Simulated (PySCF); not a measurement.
**Worked example: dipole moment from atomic charges**

In(Cl)(NH2)2 (ClH₄InN₂), SMILES [NH2][In]([NH2])[Cl]. Atoms are numbered in the order given.

```xyz
8

In    -0.2868     0.0267     0.0000
Cl     2.0712    -0.0150     0.0000
N     -1.1383    -0.1383     1.8267
H     -0.5485     0.1716     2.5950
H     -2.0627     0.2699     1.9382
N     -1.1383    -0.1383    -1.8267
H     -2.0627     0.2699    -1.9382
H     -0.5485     0.1716    -2.5950
```
Charge 0, spin multiplicity 1.

Geometry: PBE0-D3(BJ)/def2-SVP. The structure was generated by enumeration; whether it is a known compound was not checked. The def2 effective core potentials stand for the cores of In; spin–orbit coupling is left out. Other conformers were not sampled.

Charges (e) from PBE/def2-TZVP in PySCF:

| atom | Mulliken | ESP fit |
|---|---|---|
| In1 | 0.772 | 0.673 |
| Cl2 | -0.391 | -0.312 |
| N3 | -0.660 | -0.731 |
| H4 | 0.241 | 0.263 |
| H5 | 0.229 | 0.288 |
| N6 | -0.660 | -0.731 |
| H7 | 0.229 | 0.288 |
| H8 | 0.241 | 0.263 |

The dipole moment of the full density is 3.61 D.

### Question
What dipole moment does each set of point charges give, and which comes closer to that of the density?

### Answer

μ = Σ q r, and 1 e Å = 4.8032 D.
Mulliken: Σ q r = (-0.738, 0.415, 0.000) e Å, |μ| = 4.07 D.
ESP fit: Σ q r = (-0.652, 0.471, 0.000) e Å, |μ| = 3.86 D.
ESP fit comes closer in size. Point charges leave out the atoms' own dipoles (lone pairs, polarised bonds); fits to the potential absorb them, partitions of the density don't.
